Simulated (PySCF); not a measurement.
SMILES CC#C[C@H]1CC[C@@H]1O, C$_{7}$H$_{10}$O

Molfile (atoms numbered from 1):
```
C7H10O
     RDKit          3D

 18 18  0  0  0  0  0  0  0  0999 V2000
    3.5535   -0.2773    0.1851 C   0  0  0  0  0  0  0  0  0  0  0  0
    2.1723   -0.0488   -0.1791 C   0  0  0  0  0  0  0  0  0  0  0  0
    1.0313    0.1489   -0.4912 C   0  0  0  0  0  0  0  0  0  0  0  0
   -0.3523    0.3582   -0.8361 C   0  0  1  0  0  0  0  0  0  0  0  0
   -1.1731   -0.8906   -1.2323 C   0  0  0  0  0  0  0  0  0  0  0  0
   -2.2977   -0.4440   -0.2877 C   0  0  0  0  0  0  0  0  0  0  0  0
   -1.3434    0.5922    0.3401 C   0  0  2  0  0  0  0  0  0  0  0  0
   -1.8186    1.8847    0.5558 O   0  0  0  0  0  0  0  0  0  0  0  0
    3.9514    0.5952    0.7027 H   0  0  0  0  0  0  0  0  0  0  0  0
    4.1502   -0.4601   -0.7084 H   0  0  0  0  0  0  0  0  0  0  0  0
    3.6283   -1.1430    0.8429 H   0  0  0  0  0  0  0  0  0  0  0  0
   -0.4315    1.1568   -1.5800 H   0  0  0  0  0  0  0  0  0  0  0  0
   -0.6911   -1.8104   -0.9082 H   0  0  0  0  0  0  0  0  0  0  0  0
   -1.4299   -0.9735   -2.2863 H   0  0  0  0  0  0  0  0  0  0  0  0
   -3.1251    0.0359   -0.8104 H   0  0  0  0  0  0  0  0  0  0  0  0
   -2.6975   -1.1993    0.3842 H   0  0  0  0  0  0  0  0  0  0  0  0
   -0.9277    0.2667    1.2954 H   0  0  0  0  0  0  0  0  0  0  0  0
   -2.2077    2.2149   -0.2629 H   0  0  0  0  0  0  0  0  0  0  0  0
  1  2  1  0
  2  3  3  0
  3  4  1  0
  4  5  1  0
  5  6  1  0
  6  7  1  0
  7  8  1  0
  7  4  1  0
  1  9  1  0
  1 10  1  0
  1 11  1  0
  4 12  1  6
  5 13  1  0
  5 14  1  0
  6 15  1  0
  6 16  1  0
  7 17  1  1
  8 18  1  0
M  END
```

Level of theory: PySCF 2.14.0, TDDFT PBE0/def2-SVPD circular dichroism and optical rotation, one conformer, gas phase. Geometry: GFN2-xTB.

The molecule is flexible and this is one conformer; a measurement averages over conformers. States above about 6.9 eV (minus the energy of the highest occupied orbital) lie near or above the ionisation threshold and depend on the basis.

Task: Assign R or S to each stereocentre.

Result: C4 R, C7 S.

Task: Which excitations and rotatory strengths does the calculation give?

Result: Rotatory strengths R in 10⁻⁴⁰ esu² cm², velocity form and length form (origin at the centre of mass); f in length form.
| state | E (eV) | λ (nm) | f | R (velocity) | R (length) | main |
| --- | --- | --- | --- | --- | --- | --- |
| 1 | 6.34 | 196 | 0.005 | -7.2 | -6.6 | HOMO→LUMO 0.68 |
| 2 | 6.48 | 191 | 0.005 | -11.1 | -11.4 | HOMO−1→LUMO+2 0.23, HOMO→LUMO+2 0.20 |
| 3 | 6.57 | 189 | 0.002 | +2.2 | +2.6 | HOMO−1→LUMO 0.48, HOMO→LUMO+2 0.17 |
| 4 | 6.66 | 186 | 0.006 | -3.4 | -3.2 | HOMO→LUMO+1 0.73, HOMO→LUMO+2 0.11 |
| 5 | 6.73 | 184 | 0.019 | +6.9 | +7.2 | HOMO−1→LUMO+1 0.57, HOMO−1→LUMO 0.13 |
| 6 | 6.84 | 181 | 0.007 | +19.8 | +19.2 | HOMO→LUMO+4 0.28, HOMO−1→LUMO+2 0.24 |
| 7 | 7.13 | 174 | 0.027 | -21.6 | -22.2 | HOMO−1→LUMO 0.27, HOMO−1→LUMO+4 0.25 |
| 8 | 7.20 | 172 | 0.005 | -2.3 | -2.4 | HOMO→LUMO+3 0.88 |

Among the states computed, the strongest CD band (largest |R|) is state 7. The largest dissymmetry factor in size, g = 4R/(D+G), with D and G the electric and magnetic dipole strengths, is +0.025 for state 6 (velocity form, f = 0.008), among bands with |R| over 0.5. The mirror image has the same energies and oscillator strengths and all R with the opposite sign.
